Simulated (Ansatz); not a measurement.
## Cost against result

Saddle point of CH8SeSi, closed shell (CH₆Si ([CH3][SiH3]) + H₂Se → CH₆SeSi ([CH3][SiH2][SeH]) + H₂; bonds formed: Si1–Se7, H2–H6; bonds broken: Si1–H2, H6–Se7), PBE0-D4/def2-TZVP structure:

Si1  (-0.452, 0.153, -0.242)
H2  (0.311, -1.294, 0.286)
H3  (-1.825, -0.378, -0.359)
H4  (-0.170, 1.349, -1.080)
C5  (-0.073, 0.775, 1.488)
H6  (0.371, -1.461, -0.653)
Se7  (0.226, -1.233, -2.480)
H8  (-0.362, 0.066, 2.267)
H9  (-0.610, 1.718, 1.644)
H10  (0.995, 0.988, 1.596)
H11  (1.589, -0.683, -2.467)
(Å)

Barriers are electronic and count from the start structure reached by relaxing down the imaginary mode.

Ansatz 0.2.0; basis: as named in each row; cores frozen in the correlated methods. Filled d shells of the heavier atoms are correlated. The def2 sets are not built for correlating such inner shells, so the correlated values are less sure here. B3LYP uses VWN-RPA correlation. Extrapolation: Hartree–Fock as exp(−7.88 √X), correlation as X^−2.97.

Times are rough, for one single point on 4 threads of a shared host (Arm Neoverse V1).

The estimate by CCSD(T) at an estimated basis limit (MP2 extrapolated from triple and quadruple zeta, plus CCSD(T) − MP2 in triple zeta) is 2.088 eV.

```tsv
method	basis	time (s)	barrier (eV)	method less estimate
HF	STO-3G	under 1	4.700	2.613
PBE-D4	STO-3G	under 1	2.950	0.862
SPW92	def2-SVP	under 1	1.443	-0.644
PBE-D4	def2-SVP	under 1	1.718	-0.370
B3LYP-D4	6-31G	under 1	2.470	0.383
PBE0-D4	def2-SVP	1	1.942	-0.145
SPW92	def2-TZVPP	1	1.379	-0.709
PBE-D4	def2-TZVPP	2	1.636	-0.452
BLYP-D4	def2-TZVPP	2	1.865	-0.222
B3LYP-D4	def2-TZVPP	2	2.019	-0.069
BHLYP-D4	def2-TZVPP	2	2.261	0.174
PBE0-D4	def2-TZVPP	3	1.842	-0.246
CAM-B3LYP-D4	def2-TZVPP	3	2.179	0.092
r2SCAN-D4	def2-TZVPP	4	1.802	-0.286
r2SCAN0-D4	def2-TZVPP	4	1.936	-0.152
RPA on PBE	def2-TZVPP	4	2.222	0.135
CCSD(T)	def2-SVP	4	2.477	0.389
wB97M-V	def2-SVP	5	2.186	0.098
B2PLYP	def2-TZVPP	5	2.125	0.037
PBE-QIDH	def2-TZVPP	6	2.029	-0.059
wB97X-V	def2-TZVPP	8	2.186	0.099
wB97M-V	def2-TZVPP	8	2.106	0.019
B97M-V	def2-TZVPP	9	2.020	-0.068
MP2	def2-QZVPP	22	2.029	-0.058
CCSD(T)	def2-TZVPP	120	2.187	0.099
```

All methods are single points on the PBE0-D4 structures.

The T1 diagnostic stays at or below 0.012.

Labels in which every atom is bracketed show which atoms are joined, not bond orders.
